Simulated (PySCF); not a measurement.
Calculated molecular-ion clusters (M+•, centroid m/z and relative intensity) of several compounds:

1. 134.0036 (100.0), 135.0041 (14.3), 136.0004 (12.0), 137.0008 (1.2), 137.9972 (0.5)
2. 98.0185 (100.0), 99.0214 (6.3), 100.0146 (4.7)
3. 71.0124 (100.0), 72.0121 (10.2), 73.0094 (7.0), 74.0089 (0.3)

Lines and terms under 0.3 % are left out. Candidates, as SMILES:
A. `CS[SiH2]/C=C\[SiH3]`
B. `[SiH3][Be][SiH3]`
C. `CC#C[C@H]1CS1`

Q: Match clusters and compounds, and give each formula.

A: 
1 = A, C3H10SSi2, monoisotopic mass of the neutral 134.0042 u; relative to that species, one 29Si gives 10.2 % at +1, one 13C gives 3.2 % at +1, one 33S gives 0.8 % at +1, one 30Si gives 6.7 % at +2 and one 34S gives 4.5 % at +2.
2 = C, C5H6S, monoisotopic mass of the neutral 98.0190 u; relative to that species, one 13C gives 5.4 % at +1, one 33S gives 0.8 % at +1 and one 34S gives 4.5 % at +2.
3 = B, BeH6Si2, monoisotopic mass of the neutral 71.0130 u; relative to that species, one 29Si gives 10.2 % at +1 and one 30Si gives 6.7 % at +2.

Q: Weight all lines of cluster 1 by their intensities. What mean results?

A: 134.348 u over all lines, faint ones too (the ion lacks one electron, 0.0005 u); standard atomic weights give 134.343 g/mol for C3H10SSi2.

Q: Give the exact less the nominal mass of each, in mDa.

A: C3H10SSi2 +4.2, BeH6Si2 +13.0, C5H6S +19.0 (neutral, monoisotopic).

Abundances used (%; other tables differ somewhat): 12C 98.93, 13C 1.07; 32S 94.93, 33S 0.76, 34S 4.29, 36S 0.02; 28Si 92.2297, 29Si 4.6832, 30Si 3.0872; 1H 99.9885, 2H 0.0115.
